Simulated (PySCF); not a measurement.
Compound: C9H13F.
SMILES with atom numbers: `[CH3:1][CH2:2][C@@H:3]1[CH2:4][C@@H:5]2[CH:6]=[CH:7][C@@:8]1([F:9])[CH2:10]2` (hydrogens: H11, H12, H13 on C1; H14, H15 on C2; H16 on C3; H17, H18 on C4; H19 on C5; H20 on C6; H21 on C7; H22, H23 on C10)

A GFN2-xTB structure was refined with PBE0-D3(BJ)/def2-SVP geometry optimisation, gas phase (PySCF 2.14.0). Its GFN2-xTB values:

```tsv
coordinate	GFN2-xTB
C1–H11	1.088 Å
C2–C3	1.526 Å
C2–H14	1.092 Å
C2–H15	1.092 Å
C3–C4	1.541 Å
C3–H16	1.094 Å
C4–C5	1.550 Å
C4–H17	1.089 Å
C4–H18	1.089 Å
C5–C6	1.508 Å
C5–H19	1.087 Å
C6=C7	1.327 Å
C6–H20	1.074 Å
C7–H21	1.073 Å
C10–H22	1.089 Å
C10–H23	1.088 Å
C1–C2–C3	112.0°
C2–C3–C4	114.9°
C2–C3–C8	113.4°
C3–C8–C7	107.7°
C3–C8–F9	113.0°
C4–C5–C6	105.8°
C7–C8–F9	115.5°
F9–C8–C10	116.5°
C2–C3–C4–C5	-124°
C2–C3–C8–C7	57°
```

Task: How do these coordinates change at the PBE0-D3(BJ)/def2-SVP level?

Result: 
| coordinate | PBE0-D3(BJ)/def2-SVP (Å or °) | change |
| --- | --- | --- |
| C7–H21 | 1.091 | +0.018 |
| C6–H20 | 1.092 | +0.018 |
| C1–H11 | 1.102 | +0.014 |
| C10–H23 | 1.101 | +0.013 |
| C6=C7 | 1.339 | +0.012 |
| C4–H17 | 1.101 | +0.012 |
| C2–H14 | 1.104 | +0.012 |
| C4–H18 | 1.100 | +0.011 |
| C5–H19 | 1.098 | +0.011 |
| C2–H15 | 1.103 | +0.011 |
| C10–H22 | 1.099 | +0.010 |
| C3–H16 | 1.104 | +0.010 |
| C4–C5 | 1.560 | +0.010 |
| C5–C6 | 1.516 | +0.008 |
| C3–C4 | 1.548 | +0.007 |
| C2–C3 | 1.520 | -0.006 |
| C2–C3–C4 | 116.3 | +1.4 |
| C1–C2–C3 | 113.3 | +1.3 |
| C2–C3–C8 | 114.6 | +1.2 |
| C3–C8–C7 | 108.3 | +0.6 |
| F9–C8–C10 | 117.1 | +0.6 |
| C3–C8–F9 | 112.5 | -0.5 |
| C7–C8–F9 | 115.1 | -0.4 |
| C4–C5–C6 | 106.2 | +0.4 |
| C2–C3–C4–C5 | -127 | -3 |
| C2–C3–C8–C7 | 59 | +2 |

The energy falls by 0.068 eV over 4 energy and gradient evaluations, the largest force component goes from 0.0147 to 2.9e-04 Eh/bohr, and the atoms move by 0.039 Å rms after alignment. Among the bonds, C6–H20 and C7–H21 change most and about equally (+0.018 Å). Bonds longer at the end by more than 0.005 Å: 17 of 24; shorter: 2. Rotational constants go from 1988, 1238, 1014 to 1988, 1221, 1001 MHz.

The run used 205 basis functions and 28 SCF cycles in all. Cost: about 4 min of CPU time on one thread; the machine was shared, so the figure is rough.

PBE0-D3(BJ)/def2-SVP frequencies: not computed here. The numbers are those of one conformer.
